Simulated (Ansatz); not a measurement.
Reaction (isomerisation): `C[SiH2][SiH](O)O` → `O[SiH2]C[SiH2]O`

Program: Ansatz. Geometries: PBE0-D4/def2-TZVP. ΔE: electronic, gas phase. CCSD(T)/CBS adds triple-zeta CCSD(T) − MP2 to the extrapolated MP2 energy (def2 sets, frozen cores). Functionals use def2-TZVPP. B3LYP here is the variant with VWN-RPA as its local correlation; programs differ in this. Each species was taken in one conformer, which may not be the lowest.

`C[SiH2][SiH](O)O`:

Cartesian coordinates in Å:
```
C -0.785 1.154 -1.426
Si -0.269 -0.614 -1.049
Si 0.589 -0.795 1.126
O 1.996 0.043 1.341
O -0.630 -0.224 2.082
H -1.523 1.497 -0.699
H -1.224 1.226 -2.423
H 0.072 1.831 -1.387
H 0.767 -1.064 -2.023
H -1.437 -1.529 -1.186
H 0.967 -2.175 1.530
H 2.003 0.966 1.083
H -0.529 -0.316 3.031
```

`O[SiH2]C[SiH2]O`:

```xyz
13

O     0.467   -0.149   -2.153
Si   -0.307    1.012   -1.286
C    -1.043    0.277    0.274
Si    0.220   -0.512    1.376
O     1.224   -1.372    0.362
H     0.972   -0.760   -1.603
H     0.612    2.116   -0.881
H    -1.361    1.573   -2.167
H    -1.799   -0.463   -0.008
H    -1.550    1.068    0.839
H     1.005    0.519    2.108
H    -0.378   -1.434    2.381
H     1.937   -1.875    0.758
```

```csv
level,ΔE (kJ/mol),difference from CCSD(T)/CBS
PBE-D4,-1.0,15.4
r2SCAN-D4,-11.7,4.7
PBE0-D4,-6.8,9.6
B3LYP-D4,-11.8,4.6
ωB97X-V,-13.6,2.8
ωB97M-V,-20.4,-4.0
B2PLYP,-14.1,2.3
PBE,1.3,17.7
r2SCAN,-11.3,5.1
PBE0,-5.0,11.4
B3LYP,-7.9,8.5
HF/def2-TZVPP,-18.3,-1.9
MP2/def2-TZVPP,-23.3,-6.9
SCS-MP2/def2-TZVPP,-21.8,-5.4
CCSD/def2-TZVPP,-16.8,-0.4
CCSD(T)/def2-TZVPP,-16.6,-0.2
HF/def2-QZVPP,-18.7,-2.3
MP2/def2-QZVPP,-23.3,-6.9
SCS-MP2/def2-QZVPP,-21.7,-5.3
HF/CBS(def2),-18.8,-2.4
MP2/CBS(def2),-23.0,-6.6
CCSD/CBS(def2),-16.6,-0.2
CCSD(T)/CBS,-16.4,0
```

Largest T1 diagnostic among the species: 0.012.

The D4 term adds −3.8 kJ/mol with B3LYP and −1.8 kJ/mol with PBE0; it sums over pairs of atoms, weighted by their polarisabilities, and B3LYP, whose exchange is more repulsive, gets the larger term. From PBE to PBE0 (25 % exact exchange), in def2-TZVPP and without D4, ΔE moves by −6.3 kJ/mol.

CCSD(T)/CBS has its own doubt, a few kJ/mol and more with outer-core shells, so smaller differences from it don't rank the levels.
